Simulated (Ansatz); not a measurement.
Correlation energies of C2H7FO2Si (`CO[Si](C)(O)F`) by basis set

Cartesian coordinates in Å:
```
C -1.5867 -1.2173 -0.3695
O -1.1831 0.0364 0.1336
Si 0.2502 0.7528 -0.1612
C 1.6940 -0.0422 0.6567
O 0.1442 2.2963 0.3354
F 0.4810 0.6910 -1.7442
H -1.0056 -2.0312 0.0777
H -2.6370 -1.3652 -0.1140
H -1.4802 -1.2653 -1.4575
H 2.6137 0.4960 0.4178
H 1.5693 -0.0429 1.7411
H 1.8125 -1.0753 0.3220
H -0.6725 2.7668 0.1621
```

The species carries charge 0 and has multiplicity 1. Geometry: relaxed with PBE0-D4/def2-TZVP. It is one conformer, not always the lowest. Frozen core, restricted reference, Ansatz 0.2.0. CBS rows extrapolate triple and quadruple zeta; past MP2 they add the triple-zeta difference.

```
     basis     HF (Eh)  MP2 corr.  CCSD corr.       (T)  CCSD(T) total
def2-TZVPP  -618.26035   -1.19152    -1.22675  -0.04201     -619.52911
def2-QZVPP  -618.28611   -1.28727           –         –              –
 CBS(def2)  -618.28966   -1.35819    -1.39341     as TZ     -619.72508
```
